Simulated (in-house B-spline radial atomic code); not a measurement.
Ionising the scandium ion Sc⁺ with different functionals

Computed with a B-spline radial code for spherical atoms: four-component Dirac-Coulomb Hamiltonian, Fermi nucleus of rms radius 3.5459 fm, spin-restricted, spherical fractional occupations for the functionals, and exact exchange of hybrids averaged over the configuration. The ionisation energy is the difference of two self-consistent energies, [Ar] 3d1 4s1 → [Ar] 3d1, without Breit or QED terms; ε is the level of the shell that loses the electron (mean over j).

```
   method                    rung  ΔSCF (eV)  -ε(4s) (eV)
     PBE0           global hybrid      12.67        10.48
    B3LYP           global hybrid      12.98        10.50
CAM-B3LYP  range-separated hybrid          ?            ?
    wB97X  range-separated hybrid          ?            ?
```

Q: What does wB97X give?

A: ΔSCF 12.61 eV, and -ε(4s) = 12.65 eV.

Q: What does CAM-B3LYP give?

A: ΔSCF 12.97 eV, and -ε(4s) = 11.72 eV.

Q: Among the functionals, which spreads more, the ΔSCF values or the orbital energies?

A: The orbital energies: ΔSCF values span about 0.37 eV and the orbital energies 2.17 eV; here energy differences depend much less on the functional than eigenvalues do.

Q: How do they compare with the NIST value?

A: NIST lists 12.800 eV (measured, ground level to ground level). Errors run from -0.19 to +0.18 eV; PBE0 is closest (-0.13 eV), but part of that can be cancellation, since the calculations leave out Breit-QED terms, spin polarisation, the choice among j levels, multiplet and fine-structure energies.
